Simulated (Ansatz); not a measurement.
Reactions of `[SiH3][CH2][AlH][TeH]`.

Calculated with Ansatz (gas phase, PBE0-D4/def2-TZVP geometries, no zero-point term in ΔE). CCSD(T)/CBS is the MP2 limit (def2-TZVPP, def2-QZVPP) plus CCSD(T) − MP2 in def2-TZVPP, frozen cores. This one scheme is used for every species. Functionals use def2-TZVPP. B3LYP here is the variant with VWN-RPA as its local correlation; programs differ in this. Elements past krypton have def2 core potentials. For Te outer-core shells are correlated without core-valence functions, which leaves a few kJ/mol of doubt a bond. Each species was taken in one conformer, which may not be the lowest.

```tsv
reaction	HF/CBS(def2) (kJ/mol)	B3LYP-D4 (kJ/mol)
`[SiH3][CH2][AlH][TeH]` + BH₃ → `B[TeH]` + `[AlH2][CH2][SiH3]`	59	45
`[SiH3][CH2][AlH][TeH]` + PH₃ → `P[TeH]` + `[AlH2][CH2][SiH3]`	97	95
`[SiH3][CH2][AlH][TeH]` + `CC` → `C[CH2][AlH][TeH]` + `C[SiH3]`	25	23
`[SiH3][CH2][AlH][TeH]` + `N[SiH3]` → `N[SiH2][AlH][TeH]` + `C[SiH3]`	21	16
`[SiH3][CH2][AlH][TeH]` + H₂ → `[AlH2][CH2][SiH3]` + H₂Te	86	107
```

(1) Give the CCSD(T)/CBS values in the same order. (An estimate is asked.)

Largest T1 diagnostic: 0.015, for `B[TeH]`.

Results:

(1) Computed: 48, 102, 25, 21, 116 kJ/mol.
